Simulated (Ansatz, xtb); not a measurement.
**C4H4BrFO: which of two isomers lies lower**

Structure I: `FC1=C[C@H](Br)CO1`, a singlet. Structure II: `F[C@@H]1OCC=C1Br`, a singlet. Both are isolated molecules in the gas phase, relaxed with PBE0-D3(BJ)/def2-SVP; the shapes shown needn't be the lowest conformers.

I (Å):

```xyz
11

C    -0.1925    0.5723   -1.2962
C    -0.5157   -0.1885   -2.3543
C     0.4583   -1.2987   -2.3686
C     1.5307   -0.7809   -1.4094
Br   -0.3549   -3.0115   -1.7099
F    -0.8055    1.6128   -0.8155
O     0.9043    0.2365   -0.6244
H    -1.3958   -0.0824   -2.9816
H     0.8583   -1.5893   -3.3461
H     1.9476   -1.5403   -0.7383
H     2.3425   -0.3064   -1.9869
```

II (Å):

```xyz
11

C    -0.7559   -0.2686   -1.7273
C     1.0242   -1.3857   -2.6653
C     1.5465   -0.5295   -1.5583
C     0.5215    0.1495   -1.0454
Br    0.5193    1.3541    0.3692
F    -1.5193   -1.0050   -0.8561
O    -0.3421   -1.0353   -2.7916
H    -1.3942    0.5587   -2.0800
H     1.5267   -1.1912   -3.6283
H     1.1371   -2.4633   -2.4410
H     2.5864   -0.4987   -1.2332
```

Estimate E(II) − E(I) at the level CCSD(T)/def2-SVP + ΔMP2/def2-TZVPP.

Not settled: CCSD(T)/def2-SVP + ΔMP2/def2-TZVPP gives E(II) − E(I) = −4.49 kJ/mol, but this leans on the basis-set step: CCSD(T) alone gives −0.09 kJ/mol.

Level by level:

```tsv
level	geometry	E(II) − E(I) (kJ/mol)	departure from the last row (kJ/mol)	job, with rough time for the two
GFN2-xTB	GFN2-xTB	+12.64	+17.13	optimisation, 0.18 s
HF/STO-3G	GFN2-xTB	+10.02	+14.51	single point, 0.46 s
r2SCAN-D4/def2-SVP	GFN2-xTB	+11.88	+16.37	single point, 4.5 s
PBE0-D3(BJ)/def2-SVP	PBE0-D3(BJ)/def2-SVP	+11.65	+16.14	optimisation, 45 s
HF/def2-SVP	PBE0-D3(BJ)/def2-SVP	−4.81	−0.32	part of the CCSD(T) run
MP2/def2-SVP	PBE0-D3(BJ)/def2-SVP	+4.47	+8.95	part of the CCSD(T) run
CCSD(T)/def2-SVP	PBE0-D3(BJ)/def2-SVP	−0.09	+4.40	single point
CCSD(T)/def2-SVP + ΔMP2/def2-TZVPP	PBE0-D3(BJ)/def2-SVP	−4.49		single point, 99 s
```

As drawn, both hold the same kinds of bond in the same numbers.

GFN2-xTB, HF/STO-3G, r2SCAN-D4/def2-SVP, PBE0-D3(BJ)/def2-SVP, MP2/def2-SVP put the two in the other order. CCSD(T)/def2-SVP finds them nearly level. The largest departure from CCSD(T)/def2-SVP + ΔMP2/def2-TZVPP is that of GFN2-xTB, 17.13 kJ/mol. The last row adds to CCSD(T) the change of the MP2 difference between the two basis sets, here −4.40 kJ/mol.

With thermal terms from frequencies at re-optimised GFN2-xTB minima (ideal gas, soft modes damped towards free rotors, one conformer each, 298.15 K, 1 atm): on the last row, ΔE + ΔZPE = −6.40, ΔH = −6.38, ΔG = −6.00 kJ/mol.

The correlated steps freeze 15 core orbitals; the filled d shell of Br is correlated, in a basis made for valence electrons. Programs: Ansatz 0.2.0, xtb 6.7.1; the last row on 4 threads of Arm Neoverse V1 on a shared host.
